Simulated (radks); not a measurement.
Values are calculated unless marked as measured or tabulated.
Task: These are the eigenvalues of the occupied orbitals of an atom or ion with whole-number occupations (eV). Level of theory: scalar-relativistic Kohn-Sham, PBE, spin-unpolarised, spherical densities, point nucleus (a radial shooting solver on a logarithmic mesh with Libxc functionals).

1s: -63023.89
2s: -14720.01
2p: -13694.94

Which element is it, and in what charge state? The configuration may be excited.

Result: Z = 68, erbium, charge +60: Er60+ in [He] 2s2 2p4. The list shows which subshells hold electrons but not how many an open one holds; the 1s level, -2316.1 hartree, gives Z - s = 68.1 by -(Z - s)^2/2, which with screening and relativity narrows Z to a few neighbours, and the depths of the outer levels then fix element, charge and occupations together.
